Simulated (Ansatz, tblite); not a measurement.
Isomers of SbTe₄ (doublet), found by a short tight-binding search and relaxed with PBE-D4/def2-SVP in Ansatz.

In the def2 sets Sb, Te take a core potential; there is no spin–orbit coupling. The xTB rows come from tblite. B3LYP takes the VWN-RPA correlation. Correlated methods freeze 20 core orbitals; core or outer-core shells of Sb, Te are correlated, in sets that lack core-valence functions.

Run but left out: MP2/def2-SVP (B: ⟨S²⟩ 0.94, where a pure state has 0.75).

B: At CCSD(T)/def2-SVP the charge 0 doublet is spin-contaminated (final ⟨S²⟩ up to 0.94, 0.75 for a pure state).

Other spin states were run for one of them alone.

A:

```tsv
atom	x (Å)	y (Å)	z (Å)
Sb1	-0.0910	-0.8813	-1.1290
Te2	-0.3092	0.7279	-3.1571
Te3	2.1477	0.0940	0.6464
Te4	-1.9916	0.0233	1.0352
Te5	0.2441	0.0360	2.6045
```

B:

Cartesian coordinates in Å:
```
Sb 1.555 -0.543 -0.415
Te 1.719 2.275 -0.114
Te -2.462 -0.842 0.319
Te -0.184 -1.834 1.489
Te -0.629 0.945 -1.279
```

C:

Cartesian coordinates in Å:
```
Sb -1.523 1.531 0.925
Te 1.060 1.959 -0.027
Te 2.144 -0.591 0.051
Te 0.124 -1.693 -1.441
Te -1.805 -1.206 0.491
```

Question: Estimate which lies lowest at each level, and how far above it the others are (kJ/mol).

Answer: 
```tsv
level	A	B	C
GFN1-xTB	0.0	8.8	9.4
GFN2-xTB	28.8	77.3	0.0
HF/def2-SVP	115.5	106.8	0.0
PBE-D4/def2-TZVP	38.2	31.2	0.0
r2SCAN-D4/def2-TZVP	43.5	42.0	0.0
B3LYP-D4/def2-TZVP	50.7	51.4	0.0
PBE0-D4/def2-TZVP	59.8	50.7	0.0
BHLYP-D4/def2-TZVP	80.7	74.2	0.0
CCSD/def2-SVP	71.5	69.9	0.0
CCSD(T)/def2-SVP	54.4	57.5	0.0
```
Point groups (tolerance 0.1 Å): A Cs, B not assigned, C not assigned. Lower isomers may exist.
